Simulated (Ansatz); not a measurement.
Molecule: AlCl, net charge 0, singlet state. SMILES: [Al][Cl]

Atoms: Al1, Cl2. Bonds: Al1-Cl2.

Bond lengths (Å) and angles (degrees) optimised at HF/STO-3G with Ansatz (an electronic-structure program); HF/3-21G with Ansatz; PBE/6-31G* with Ansatz, each started from the B3LYP-D3(BJ)/def2-TZVP structure (Ansatz) of the last column. A row stands for all coordinates that are equal there. 6-31G* holds six Cartesian d functions.

| coordinate | HF/STO-3G | HF/3-21G | PBE/6-31G* | B3LYP-D3(BJ)/def2-TZVP |
|---|---|---|---|---|
| Al1-Cl2 | 2.163 | 2.279 | 2.175 | 2.160 |

Mean signed difference of all 1 bond lengths from B3LYP-D3(BJ)/def2-TZVP: HF/STO-3G 0.003 Å, HF/3-21G 0.119 Å, PBE/6-31G* 0.015 Å.
